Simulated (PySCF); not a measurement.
Hf(O)2 cation (HfO2), SMILES [O]=[Hf]=[O] (connectivity only; charge and spin as stated), charge +1, multiplicity 2. Coordinates come from a B3LYP-D3(BJ)/def2-TZVP optimisation. The spin state was assumed, not searched. The isomer is the one that the SMILES or the coordinates give; other isomers of the formula were not compared. The def2 effective core potentials stand for the cores of Hf; spin–orbit coupling is left out.

Computed with B3LYP-D3(BJ)/def2-TZVP in PySCF 2.14.0.

Harmonic wavenumbers (cm⁻¹): 197, 237, 880. Rotational constants (GHz): 12.57, 9.038, 5.257; symmetry number 2.

Problem. Work out the zero-point energy and the ideal-gas rigid-rotor harmonic-oscillator thermochemistry at 298.15 K and 1 atm.

Solution. ZPE = ½ Σ hcν = ½ × 1314 cm⁻¹ = 1.88 kcal/mol. H − E(el) = 4.96 kcal/mol. Entropy in cal/(mol K): translation 41.94, rotation 22.42, vibration 4.14, spin 1.38, total 69.87. G − E(el) = -15.88 kcal/mol. Cp = 12.10 cal/(mol K).
